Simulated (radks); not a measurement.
The numbers below are computed, except where a source is named.
Q: The mean radii <r> (bohr) of the occupied orbitals of an atom or ion are listed with their occupations. Code: a radial shooting solver on a logarithmic mesh with Libxc functionals. Model: scalar-relativistic Kohn-Sham, BLYP, spin-polarised, spherical densities, finite nucleus; Fermi nuclear charge, rms radius of each element as measured or else 0.836 A^(1/3) + 0.57 fm.

orbital  occ.      <r>
1s up       1  0.04551
1s down     1  0.04550
2s up       1   0.2014
2s down     1   0.2014
2p up       3   0.1759
2p down     3   0.1759
3s up       1   0.5252
3s down     1   0.5257
3p up       3   0.5183
3p down     2   0.5189

Name the element and its charge. Open shells, if any, are filled with parallel spins first.

A: Z = 33, arsenic, charge +16: As16+ in [Ne] 3s2 3p5. The 1s radius gives Z: for a bare nucleus <r> = (2 gamma + 1)/(2Z) with gamma = sqrt(1 - (Z/c)^2), 0.04456 bohr for Z = 33, and screening makes it slightly larger (0.04551 here). The occupations add up to 17, and the charge is Z minus that.
